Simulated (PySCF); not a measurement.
Structure with atom numbers: `[CH2:1]=[N:2][SiH2:3][CH2:4][SiH3:5]`. Each H is labelled by its parent atom. Ha(C1) is cis to Si3; Hb(C1) is trans to Si3.

Geometry: PBE0-D3(BJ)/def2-SVP; GIAO absolute shieldings from PySCF 2.14, gas phase, non-relativistic, averaged over equivalent atoms.

At HF/pcSseg-1 (144 basis functions, 6 s wall time on 1 thread of an Arm Neoverse V1, shared host):
| atoms | σ (ppm) |
| --- | --- |
| C1 | 20.0 |
| C4 | 202.9 |
| N2 | -159.7 |
| Si3 | 412.0 |
| Si5 | 453.6 |
| Hb(C1) | 23.49 |
| Ha(C1) | 23.64 |
| H(Si3) | 27.16 |
| H(Si5) | 27.84 |
| H(C4) | 32.02 |

Predict the values at PBE0/pcSseg-2 on the same geometry.

Answers


```csv
atoms,σ at PBE0/pcSseg-2,change
C1,4.8,-15.2
C4,194.4,-8.5
N2,-166.3,-6.6
Si3,358.5,-53.5
Si5,410.0,-43.6
Hb(C1),22.59,-0.90
Ha(C1),22.45,-1.19
H(Si3),26.23,-0.93
H(Si5),27.11,-0.73
H(C4),31.18,-0.84
```

The largest change is at Si3 (silicon bonded to C, N, 2 H). Cost: 320 basis functions, 42 s wall time on 1 thread of an Arm Neoverse V2, shared host.
